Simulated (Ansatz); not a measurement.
Relaxation of CH5BFNSi (10 atoms, charge 0, multiplicity 1), to a largest force component of 0.015 eV/Å in at most 40 steps.

Method: Ansatz, RKS LDA/STO-3G.

```xyz
10
Properties=species:S:1:pos:R:3
B 0.123 1.284 0.846
N 0.796 0.260 0.006
Si -0.163 -1.318 0.206
C 0.117 -0.120 -1.157
F 0.873 -0.595 -2.179
H 0.619 1.825 1.764
H -0.996 1.691 0.577
H -1.268 -1.141 1.085
H 0.809 -2.437 0.273
H -0.828 0.499 -1.417
```

Problem. Where does it end, and by what steps?

Solution. It converged. Limits of this set-up: minimal basis. After 15 steps the energy has fallen by 1.697 eV; H7 moved furthest, 1.58 Å.

```
step  energy less start (eV)  largest force component (eV/Å)  accepted
   0                  0.0000                           4.319       yes
   1                 -0.7157                           2.003       yes
   2                 -0.9458                           0.820       yes
   3                 -1.0737                           0.778       yes
   4                 -1.2060                           0.977       yes
   5                 -1.3254                           0.883       yes
   6                 -1.4407                           0.566       yes
   7                 -1.5209                           0.608       yes
   8                 -1.5846                           1.221       yes
   9                 -1.5956                           1.868       yes
  10                 -1.6545                           0.681       yes
  11                 -1.6885                           0.459       yes
  12                 -1.6959                           0.051       yes
  13                 -1.6966                           0.031       yes
  14                 -1.6969                           0.034       yes
  15                 -1.6969                           0.010       yes
```

```xyz
10
Properties=species:S:1:pos:R:3
B 0.250 1.529 0.791
N 0.009 0.295 0.231
Si -0.102 -1.465 0.275
C -0.200 -0.255 -1.165
F 0.793 -0.051 -2.086
H 0.413 1.604 1.952
H 0.287 2.480 0.102
H -1.292 -2.026 0.894
H 1.139 -2.152 0.585
H -1.214 -0.010 -1.575
```

Whether the end is a true minimum wasn't checked by a vibrational analysis.

The run took 37 s on 1 CPU thread of a shared host.
